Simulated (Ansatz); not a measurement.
SiH2Me(OMe) (C2H8OSi). Charge 0, multiplicity 1. Geometry r2SCAN-D4/def2-SVP; atoms count from 1.

```xyz
12

Si   -0.0327   -0.6814    0.2373
H    -1.2900   -0.9952    0.9935
H     0.1140   -1.7039   -0.8507
C     1.4469   -0.6873    1.3666
H     1.5774   -1.6734    1.8406
H     1.3307    0.0639    2.1636
H     2.3649   -0.4517    0.8059
O    -0.1352    0.8465   -0.4288
C    -1.1374    1.2308   -1.3400
H    -1.1201    0.6153   -2.2602
H    -0.9687    2.2801   -1.6294
H    -2.1499    1.1564   -0.8983
```

Question: Estimate the Mulliken populations from the PBE0/def2-TZVP orbitals of Ansatz.

Answer: 
| atom | charge (e) |
| --- | --- |
| Si1 | 0.38 |
| H2 | -0.05 |
| H3 | -0.05 |
| C4 | -0.49 |
| H5 | 0.14 |
| H6 | 0.14 |
| H7 | 0.14 |
| O8 | -0.36 |
| C9 | -0.21 |
| H10 | 0.12 |
| H11 | 0.13 |
| H12 | 0.12 |
Mulliken values and Mayer orders depend strongly on the basis.

Question: And the Mayer bond orders between bonded heavy atoms (over 0.3)?

Answer: Si1–C4 1.03 (1.86 Å); Si1–O8 1.14 (1.67 Å); O8–C9 0.97 (1.41 Å).
